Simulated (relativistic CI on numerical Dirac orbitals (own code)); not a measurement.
# Sb LI: sensitivity of the levels to the model

Base calculation: Dirac-Coulomb-Breit CI, orbitals from a KLI potential per configuration, model QED (radiative potential, 1s self-energy scaled to tabulated hydrogen-like ionisation energies).

CI space: 1s, 2s, 2p, 3s, 3p, 3d, 4s, 4p, 4d, 4f, 5s, 5p, 5d, 5f, 5g, 6s, 6p, 6d. Levels of other configurations are missing.

Variants: (1) QED terms removed; (2) non-relativistic limit. Shifts of the energy above 1s ²S1/2, in eV, for the lowest level and the first level of each name with at least 55 % of one term (blank where a level changes its place among those of its configuration and J or its character, or is not in the variant):

```csv
Level,Base,Δ(1),Δ(2)
1s ²S1/2,0.0,0.0,0.0
2p ²P°1/2,27407.8,+36.1,-867.5
2s ²S1/2,27413.7,+30.5,-873.3
2p ²P°3/2,27743.9,+35.5,-1203.7
3p ²P°1/2,32590.2,+36.2,-1135.0
3s ²S1/2,32592.0,+34.6,-1136.7
3d ²D3/2,32689.9,+36.3,-1234.6
3p ²P°3/2,32690.1,+36.1,-1234.8
3d ²D5/2,32720.9,+36.2,-1265.7
4p ²P°1/2,34390.1,+36.2,-1214.6
4s ²S1/2,34390.8,+35.6,-1215.3
4d ²D3/2,34432.0,+36.3,-1256.5
4p ²P°3/2,34432.1,+36.2,-1256.6
4f ²F°5/2,34445.1,+36.3,-1269.6
4d ²D5/2,34445.2,+36.2,-1269.6
4f ²F°7/2,34451.6,+36.3,-1276.1
5p ²P°1/2,35217.3,+36.3,-1245.5
5s ²S1/2,35217.6,+35.9,-1245.9
5d ²D3/2,35238.7,+36.3,-1266.9
5p ²P°3/2,35238.7,+36.2,-1266.9
5f ²F°5/2,35245.4,+36.3,-1273.6
5d ²D5/2,35245.4,+36.3,-1273.6
```
